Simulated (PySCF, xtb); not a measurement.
C4H6F2, SMILES C=C(C)C(F)F. Other conformers were not sampled.

Harmonic wavenumbers (cm⁻¹) from GFN2-xTB run with xtb 6.7.1 at its own minimum, in rising order: 42, 142, 219, 288, 359, 462, 498, 590, 713, 873, 918, 961, 1009, 1025, 1048, 1081, 1225, 1259, 1302, 1395, 1413, 1469, 1475, 1732, 2855, 3005, 3022, 3064, 3116, 3146.

Problem. What does PBE0-D3(BJ)/def2-SVP (PySCF) give at its own minimum? (The exact figures need the calculation; the answer reports its results.)

Solution. 73, 179, 247, 317, 383, 504, 527, 636, 735, 913, 955, 974, 1003, 1061, 1147, 1181, 1287, 1383, 1387, 1420, 1435, 1447, 1464, 1766, 3051, 3057, 3133, 3177, 3178, 3284. Paired by order, the mean absolute difference is 56 cm⁻¹ and the zero-point energies are 56.8 and 59.0 kcal/mol.
